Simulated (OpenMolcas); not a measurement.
Zr2+ (d2) among equal point charges was computed by CASSCF with the d shell active (OpenMolcas, ANO-RCC-VDZP on the metal). Its lowest spin-free states, and all those of the highest spin:

```csv
2S+1,Degeneracy,E (cm-1)
3,3,0.0
1,3,8264
1,2,8424
3,3,11173
1,1,17515
3,3,19150
1,3,21026
1,3,23113
3,1,24068
1,2,34490
1,1,47265
```

Is the site octahedral, tetrahedral or cube-like, axial, or of lower symmetry?

The states with 2S+1 = 3 have orbital degeneracies 3, 3, 3, 1. Threefold states need a cubic site. For d2 at this spin an octahedron puts the threefold T1 below the threefold T2 and a tetrahedron or cube puts the single A2 below the threefold T2, so the site is octahedral. The run had Zr2+ among 6 point charges of -1.1 e arranged as an octahedron (Oh), 2.2 Å from the ion.

An orbital triplet at a regular site is open to Jahn-Teller coupling, which can distort the site and quench the lowest spin-orbit gaps and is left out. Without dynamic correlation the repulsion within the d shell is too large (B by tens of per cent), so at a given field states of lower spin stand too high. This is an electrostatic model: the charges have no orbitals. No measured value stands beside these numbers.
